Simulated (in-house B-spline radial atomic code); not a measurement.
Ionising Hg⁸⁺ with different functionals

Computed with a B-spline radial code for spherical atoms: scalar-relativistic (spin-free X2C) Hamiltonian, Fermi nucleus of rms radius 5.4648 fm, spin-polarised at highest spin, spherical fractional occupations for the functionals, the average over the highest-spin determinants for Hartree-Fock. The ionisation energy is the difference of two self-consistent energies, [Xe] 4f14 5d4 → [Xe] 4f14 5d3, without Breit or QED terms; ε is the level of the shell that loses the electron (its least bound occupied spin orbital). There is no spin-orbit coupling in this Hamiltonian.

Hybrids are left out here: with spherical fractional occupations of an open shell their exact exchange keeps a self-interaction that integer-occupation calculations don't have.

```
           method          rung  ΔSCF (eV)  -ε(5d) (eV)
     Hartree-Fock  Hartree-Fock     134.42       135.08
         LDA VWN5           LDA     135.15       126.10
         LDA PW92           LDA     135.14       126.09
LDA exchange-only           LDA     133.57       124.57
              PBE           GGA     135.02       126.00
           PBEsol           GGA     135.03       126.00
             BLYP           GGA     134.70       125.65
             RPBE           GGA     134.99       125.97
             PW91           GGA     135.10       126.07
             BP86           GGA     135.04       126.01
             AM05           GGA     135.02       125.98
             OLYP           GGA     135.52       126.46
             TPSS      meta-GGA     135.04       126.04
             SCAN      meta-GGA     135.48       126.56
           r2SCAN      meta-GGA     135.48       126.56
          revTPSS      meta-GGA     135.08       126.07
```

**Question.** How do they compare with the NIST value?

**Answer.** NIST lists 134 eV ± 2.2 (tabulated theory, ground level to ground level). Errors run from -0.43 to +1.52 eV; all lie within about twice that uncertainty, so the table can't rank the methods. Hartree-Fock also lacks correlation.
